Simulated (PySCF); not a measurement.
C4H8F2O2.
Numbering: `[CH3:1][O:2][C@@H:3]([F:4])[C@@H:5]([F:6])[O:7][CH3:8]`

Lines to be assigned: C 1s: 292.63 (area 2), 294.62 (area 2) eV; O 1s: 539.25 eV; F 1s: 692.53 eV.

Method: delta-SCF UKS SCAN, pcX-2 on the ionised atom, pcseg-1 elsewhere, spin-free X2C in PySCF 2.14.0. One conformer (not necessarily the lowest) at the PBE0-D3(BJ)/def2-SVP geometry, without solvent, vibrations or thermal averaging.

Q: Order the carbon atoms by C 1s binding energy.

A: 292.63 eV: C1/C8 (methoxy carbon); 294.62 eV: C3/C5 (sp3 C–F carbon). Lowest listed C 1s: C1/C8, bonded to O and 3 H. Highest, 1.99 eV above it: C3/C5, bonded to F, O, C and H. Summing the Pauling electronegativity differences to the bonded atoms, each weighted by its formal bond order, gives -0.16 for the lowest site and +1.97 for the highest.

Bonded neighbours of each site: C1/C8: O and 3 H; O2/O7: 2 C; C3/C5: F, O, C and H; F4/F6: C.

Q: What is the longest wavelength that can ionise O 1s of O2 (atom 2)/O7 vertically?

A: λ = hc/E = 12398.42 eV Å / 539.25 eV = 22.992 Å.

Atoms equivalent by their bonding share one computed value, that of the first of them.

The values belong to the conformer `[CH3:1][O:2][C@@H:3]([F:4])[C@@H:5]([F:6])[O:7][CH3:8]`: C1–O2–C3–F4 72°, O2–C3–C5–F6 59°, C3–C5–O7–C8 170°.
